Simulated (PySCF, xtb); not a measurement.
NbOCl, SMILES [O]=[Nb][Cl] (connectivity only; charge and spin as stated), neutral, multiplicity 3.

Harmonic wavenumbers (cm⁻¹) from GFN2-xTB (xtb) at its own minimum, in rising order: 7, 363, 869.

### Question
What does PySCF with r2SCAN-D4/def2-TZVP give at its own minimum? (Estimate from the structure and the level; the computed values follow.)

### Answer
169, 399, 1015. Paired by order, the mean absolute difference is 115 cm⁻¹ and the zero-point energies are 1.8 and 2.3 kcal/mol.
